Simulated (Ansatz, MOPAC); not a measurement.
System: SbBr₂, charge 1, multiplicity 1. SMILES: [Sb+]([Br])[Br]
Geometry from a B3LYP-D3(BJ)/def2-TZVP (Ansatz, a quantum-chemistry and plane-wave program) optimisation:
```
Sb
Br 1 2.4309
Br 1 2.4309 2 101.77
```
Charge +1, spin multiplicity 1.

Wanted: vertical electron affinity to the doublet, in eV. Terms: dispersion terms only where a functional's name holds one; def2 sets with scalar-relativistic core potentials past Kr; no spin-orbit coupling; LANL2DZ with its own core potentials from Na on; UHF or UKS for open shells; each state is the SCF solution reached for its charge and spin. Ab initio and DFT rows: single points at B3LYP-D3(BJ) geometries (Ansatz). Semi-empirical rows: differences of heats of formation at the shared geometry for vertical values. Anions need diffuse functions, which STO-3G, LANL2DZ, def2-SVP, cc-pVDZ and Pople sets without + lack. The spin state of an ion or metal species was assumed, not searched.

```tsv
species	coefficient	E at B3LYP/LANL2DZ (Ansatz), Eh	E at wB97M-V/def2-TZVPD (Ansatz), Eh	heat of formation at PM6 (MOPAC), kcal/mol
charge 0, doublet	-1	-31.76285	-5388.31896	-16.09
charge 1, singlet	+1	-31.45234	-5388.01918	183.02
```

 1 Eh = 27.2114 eV and 1 eV = 23.0605 kcal/mol.

Problem. Compute it at each level from the table.

Solution. 
- B3LYP/LANL2DZ: the sum of coefficient times E is 0.31051 Eh, or 8.449 eV. Result: 8.45 eV.
- wB97M-V/def2-TZVPD: the sum of coefficient times E is 0.29978 Eh, or 8.157 eV. Result: 8.16 eV.
- PM6: the sum of coefficient times heat of formation is 199.11 kcal/mol, or 8.63 eV.
